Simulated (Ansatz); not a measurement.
`CO[Si](F)(F)[GeH3]` at its PBE0-D4/def2-TZVP geometry, where that method's forces vanish. Total charge 0; spin multiplicity 1.

```xyz
12

C     1.4842    0.9152   -1.5381
O     0.6560    0.0402   -0.7920
Si   -0.2805    0.4152    0.4669
F    -1.3189    1.5509    0.0561
F     0.5953    1.0797    1.6195
Ge   -1.3822   -1.5311    1.2284
H     2.2417    1.3761   -0.8988
H     0.8921    1.7000   -2.0161
H     1.9819    0.3275   -2.3095
H    -2.2494   -2.1068    0.1013
H    -2.2758   -1.1893    2.4282
H    -0.3443   -2.5776    1.6542
```

(1) What forces (eV/Å) does B3LYP-D4/def2-TZVPP give on these atoms in Ansatz 0.2.0? (Best estimate.)

Results:

(1) Computed: 
```
C1   0.251  0.200 -0.245
O2  -0.102 -0.182  0.070
Si3 -0.057 -0.179  0.016
F4  -0.154  0.164 -0.064
F5   0.131  0.093  0.170
Ge6 -0.033 -0.053  0.025
H7  -0.037 -0.021 -0.040
H8   0.038 -0.039  0.022
H9  -0.021  0.043  0.037
H10 -0.007 -0.009  0.000
H11 -0.007 -0.008  0.007
H12 -0.001 -0.010  0.004
```

B3LYP here is the variant with VWN-RPA as its local correlation; programs differ in this.
